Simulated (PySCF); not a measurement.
Delta-SCF ions had no search for a lower state. Excitations are Tamm–Dancoff values on a coarser integration grid. The basis has no diffuse functions, so Rydberg states are missing or too high.

C3H3N, SMILES `C#CN=C` (charge 0, multiplicity 1)

Level of theory: PBE-D3(BJ)/def2-TZVP // PBE0-D3(BJ)/def2-TZVP (PySCF 2.14.0).

```json
{
  "HOMO": "-5.93 eV",
  "dipole_moment": "1.64 D",
  "HOMO–LUMO gap": "3.22 eV",
  "LUMO": "-2.71 eV",
  "S1 excitation (TDA)": "3.39 eV",
  "S1 oscillator strength": "0.000",
  "brightest of the four lowest singlets (TDA)": "7.02 eV",
  "T1 excitation (TDA)": "2.95 eV",
  "S1–T1 gap (TDA)": "0.43 eV",
  "vertical ionisation energy (Delta-SCF)": "9.32 eV",
  "total_energy": "-170.6209 Ha",
  "cost": "around 50 core-seconds (rough)"
}
```

Bonded distances (Å): C1–C2 1.205, C1–H5 1.063, C2–N3 1.330, N3–C4 1.269, C4–H6 1.087, C4–H7 1.093. Bond angles (°): C2–C1–H5 179.2, C1–C2–N3 174.6, C2–N3–C4 121.4, N3–C4–H6 118.2, N3–C4–H7 123.3, H6–C4–H7 118.5.
Charge 0, spin multiplicity 1.
